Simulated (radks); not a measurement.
Values are calculated unless marked as measured or tabulated.
Problem. These are the eigenvalues of the occupied orbitals of an atom or ion with whole-number occupations (hartree). Code: a radial shooting solver on a logarithmic mesh with Libxc functionals. Model: scalar-relativistic Kohn-Sham, PBEsol, spin-unpolarised, spherical densities, finite nucleus; Fermi nuclear charge, rms radius of each element as measured or else 0.836 A^(1/3) + 0.57 fm.

| orbital | eigenvalue |
|---|---|
| 1s | -1316.517 |
| 2s | -207.8928 |
| 2p | -186.6987 |
| 3s | -44.48956 |
| 3p | -37.66797 |
| 3d | -27.64514 |
| 4s | -9.67975 |
| 4p | -7.49519 |
| 4d | -4.31122 |
| 5s | -2.42853 |
| 5p | -1.87313 |

Which element is it, and in what charge state? The configuration may be excited.

Solution. Z = 55, caesium, charge +4: Cs4+ in [Kr] 4d10 5s2 5p3. The list shows which subshells hold electrons but not how many an open one holds; the 1s level, -1316.5 hartree, gives Z - s = 51.3 by -(Z - s)^2/2, which with screening and relativity narrows Z to a few neighbours, and the depths of the outer levels then fix element, charge and occupations together.
